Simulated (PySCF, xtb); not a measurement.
H₂MoOS₃, SMILES [S]=[Mo](=[S])([SH])[OH], multiplicity 1.

GFN2-xTB run with xtb at its own geometry gives an orbital gap of 1.80 eV and a dipole moment of 6.15 D.

The structure is a stationary point at B3LYP-D3(BJ)/def2-SVP. The multiplicity is an assumed one; other spin states were not compared. The def2 effective core potentials stand for the cores of Mo; spin–orbit coupling is left out. The values are those of a single conformer.

**Question.** What does PySCF with CAM-B3LYP/def2-TZVP give? (An estimate is asked for; the answer gives what the named calculation found.)

**Answer.** gap 6.16 eV (levels -8.67 and -2.51 eV), dipole 1.96 D.
